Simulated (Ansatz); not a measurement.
## Counterpoise correction, worked out

The pair of Br⁻ (SMILES [Br-], atom 1) and CH$_{4}$O (SMILES CO, atoms 2–7), both closed shells, in one local arrangement (a lower one may exist), relaxed at PBE0-D4/def2-TZVPD:

```
atom    x (Å)    y (Å)    z (Å)
 Br1   0.1627  -0.5457  -2.8867
  C2   0.1596   0.2075   0.7528
  O3  -0.9884  -0.2910   0.1347
  H4  -0.0608   0.3555   1.8161
  H5   0.4786   1.1713   0.3303
  H6   1.0127  -0.4816   0.6712
  H7  -0.7644  -0.4160  -0.8183
```

Computed with Ansatz 0.2.0 (basis: def2-TZVPPD); correlated methods freeze the cores. Filled d shells of the heavier atoms are correlated. The def2 sets are not built for correlating such inner shells, so the correlated values are less sure here.

CCSD(T) total energies in eV:

| system | geometry | basis functions | energy |
| --- | --- | --- | --- |
| pair | pair | all | -73154.23723 |
| Br⁻ | as in the pair | all (partner as ghosts) | -70009.14127 |
| CH$_{4}$O | as in the pair | all (partner as ghosts) | -3144.49220 |
| Br⁻ | as in the pair | its own | -70009.07907 |
| CH$_{4}$O | as in the pair | its own | -3144.48727 |
| Br⁻ | free (PBE0-D4 minimum) | its own | -70009.07907 |
| CH$_{4}$O | free (PBE0-D4 minimum) | its own | -3144.52056 |

Work out the interaction energy with and without the counterpoise correction, the superposition error, and the binding energy from the relaxed fragments.

Without correction: -73154.23723 − (-70009.07907) − (-3144.48727) = -0.67089 eV.
With correction (each fragment in the whole basis): -73154.23723 − (-70009.14127) − (-3144.49220) = -0.60376 eV = -13.92 kcal/mol.
The superposition error is the difference, 0.06713 eV, 10 % of the uncorrected value: each fragment borrows its partner's functions.
Deformation from the free shapes: 0.00000 eV for Br⁻ and 0.03329 eV for CH$_{4}$O.
Binding energy from relaxed fragments: -0.60376 + 0.00000 + 0.03329 = -0.57047 eV = -13.16 kcal/mol (electronic, without zero-point energy; negative means bound). For comparison, the corrected interaction energy by CCSD(T) at an estimated basis limit (MP2 extrapolated from triple and quadruple zeta, plus CCSD(T) − MP2 in triple zeta) is -0.648 eV; triple zeta with the correction binds less.

The T1 diagnostic stays at or below 0.010.

For scale, one of the runs: CCSD(T)/def2-TZVPPD, 202 basis functions, launched by `ansatz run in.yaml --threads 4 --pin off --events-out ev --progress --plain --max-ram 9574MiB`. Time: 76 s of wall clock on 4 CPU threads of an Arm Neoverse V1; the host was shared. Peak host memory: 2.6 GiB.
